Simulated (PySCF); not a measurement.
Si(Cl)2(Me)(NH2) (CH5Cl2NSi), SMILES C[Si](N)(Cl)Cl.

The structure is a stationary point at TPSSh-D3(BJ)/def2-SVP. The structure was generated by enumeration, and PubChem lists no compound with its InChIKey, so it may never have been made. Other conformers were not sampled.

Level of theory: SMD-B3LYP/def2-SVP run with PySCF.

Solvation free energies are E(SMD) − E(gas) at the gas-phase geometry, for 1 M in both phases. In vacuum the dipole moment is 2.55 D.

Computed solvation free energies in water, 1-octanol, n-hexane:
```csv
solvent,ΔG(solv) (kcal/mol),its non-electrostatic (CDS) part,dipole (D)
water,-2.4,3.5,3.26
1-octanol,-5.6,-0.5,3.16
n-hexane,-3.6,-1.5,2.81
```
